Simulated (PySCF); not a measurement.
C4H7FO2, SMILES C[C@@]1(F)[C@H](O)[C@@H]1O. Geometry optimised at PBE-D3(BJ)/def2-SVP. The structure was generated by enumeration; whether it is a known compound was not checked. The values are those of a single conformer.

Method: PySCF 2.14.0 with PBE-D3(BJ)/def2-SVP.

Harmonic wavenumbers (cm⁻¹): 173, 200, 209, 248, 276, 300, 349, 540, 563, 588, 671, 693, 807, 839, 929, 978, 1036, 1080, 1125, 1152, 1207, 1239, 1271, 1310, 1344, 1362, 1395, 1408, 1440, 2971, 3055, 3059, 3062, 3076, 3515, 3624. Rotational constants (GHz): 3.625, 2.335, 2.121; symmetry number 1.

### Question
Work out the zero-point energy and the ideal-gas rigid-rotor harmonic-oscillator thermochemistry at 298.15 K and 1 atm.

### Answer
ZPE = ½ Σ hcν = ½ × 47093 cm⁻¹ = 281.68 kJ/mol. H − E(el) = 303.80 kJ/mol. Entropy in J/(mol K): translation 166.92, rotation 114.16, vibration 66.03, total 347.10. G − E(el) = 200.31 kJ/mol. Cp = 124.48 J/(mol K).
